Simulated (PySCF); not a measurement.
Job for PySCF: D3(BJ) and D4 dispersion corrections on H2O (SMILES O).

```python
from pyscf import gto
from pyscf.dispersion import dftd3, dftd4

mol = gto.M(
    atom='''
    O    -0.00000000    0.00000000    0.38961139
    H     0.00000000    0.76498632   -0.19485569
    H     0.00000000   -0.76498632   -0.19485569
    ''',
    basis='def2-svp',
    charge=0, spin=0, verbose=0, max_memory=1800)
d3, d4 = {}, {}
for xc in ['hf', 'pbe', 'blyp', 'revpbe', 'tpss', 'r2scan', 'b3lyp', 'pbe0', 'bhlyp', 'camb3lyp', 'b2plyp']:
    d3[xc] = float(dftd3.DFTD3Dispersion(mol, xc=xc, version='d3bj', atm=False).get_dispersion()['energy'])
    print(f'D3(BJ) {xc:10s} {d3[xc]:14.8f} Eh')
for xc in ['hf', 'pbe', 'blyp', 'revpbe', 'tpss', 'r2scan', 'b3lyp', 'pbe0', 'bhlyp', 'camb3lyp', 'b2plyp']:
    d4[xc] = float(dftd4.DFTD4Dispersion(mol, xc={'camb3lyp': 'cam-b3lyp'}.get(xc, xc), atm=True).get_dispersion()['energy'])
    print(f'D4     {xc:10s} {d4[xc]:14.8f} Eh')
```

Program output:

```
D3(BJ) hf            -0.00450233 Eh
D3(BJ) pbe           -0.00035943 Eh
D3(BJ) blyp          -0.00071916 Eh
D3(BJ) revpbe        -0.00106188 Eh
D3(BJ) tpss          -0.00042042 Eh
D3(BJ) r2scan        -0.00008484 Eh
D3(BJ) b3lyp         -0.00057383 Eh
D3(BJ) pbe0          -0.00027686 Eh
D3(BJ) bhlyp         -0.00040942 Eh
D3(BJ) camb3lyp      -0.00021234 Eh
D3(BJ) b2plyp        -0.00023428 Eh
D4     hf            -0.00098317 Eh
D4     pbe           -0.00019578 Eh
D4     blyp          -0.00047287 Eh
D4     revpbe        -0.00094918 Eh
D4     tpss          -0.00026710 Eh
D4     r2scan        -0.00004686 Eh
D4     b3lyp         -0.00031026 Eh
D4     pbe0          -0.00015671 Eh
D4     bhlyp         -0.00018233 Eh
D4     camb3lyp      -0.00014972 Eh
D4     b2plyp        -0.00013382 Eh
```

The run finished.

Cost: roughly 0.05 core-seconds.
